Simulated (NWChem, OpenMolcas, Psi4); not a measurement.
## How methods differ on GaSiH4OF (SMILES [F][GaH][O][SiH3])

The species is GaSiH4OF (8 atoms), meant as a singlet with charge 0. SMILES: `[F][GaH][O][SiH3]`. Geometry: relaxed at PBE0-D4/def2-TZVP. This is one conformer, not always the lowest.

| atom | x (Å) | y (Å) | z (Å) |
| --- | --- | --- | --- |
| F | 0.8571 | 1.4720 | 1.8462 |
| Ga | 1.3239 | 1.2202 | 0.1775 |
| O | 0.3222 | 0.0248 | -0.6440 |
| Si | -0.9528 | -0.9458 | -0.2991 |
| H | 2.4931 | 1.9842 | -0.4631 |
| H | -1.2875 | -1.7172 | -1.5232 |
| H | -0.6186 | -1.8943 | 0.7969 |
| H | -2.1373 | -0.1438 | 0.1088 |

Quantity: the dipole moment, in D. The values are calculated.

```json
{"level": "HF/6-31G* (spherical functions)", "kind": "Hartree–Fock", "program": "Psi4", "value (D)": "1.82", "CPU time": "14 s"}
{"level": "SVWN5/6-31G* (spherical functions)", "kind": "LDA", "program": "NWChem", "value (D)": "1.45", "CPU time": "42 s"}
{"level": "revPBE/6-31G* (spherical functions)", "kind": "GGA", "program": "OpenMolcas", "value (D)": "1.44", "CPU time": "68 s"}
{"level": "TPSS/6-31G* (spherical functions)", "kind": "meta-GGA", "program": "OpenMolcas", "value (D)": "1.45", "CPU time": "78 s"}
{"level": "BHLYP/6-31G* (spherical functions)", "kind": "global hybrid", "program": "OpenMolcas", "value (D)": "1.69", "CPU time": "48 s"}
{"level": "M06-2X/6-31G* (spherical functions)", "kind": "hybrid meta-GGA", "program": "OpenMolcas", "value (D)": "1.57", "CPU time": "44 s"}
{"level": "PBE0/6-31G* (spherical functions)", "kind": "global hybrid", "program": "NWChem", "value (D)": "1.60", "CPU time": "51 s"}
{"level": "B3LYP/6-31G* (Cartesian functions)", "kind": "global hybrid", "program": "OpenMolcas", "value (D)": "1.53", "CPU time": "35 s"}
```

All-electron rows without a relativistic Hamiltonian named are non-relativistic. The values span 1.44 to 1.82 D. Magnitudes only. CPU times are rough (shared hosts, several kinds of processor and program).
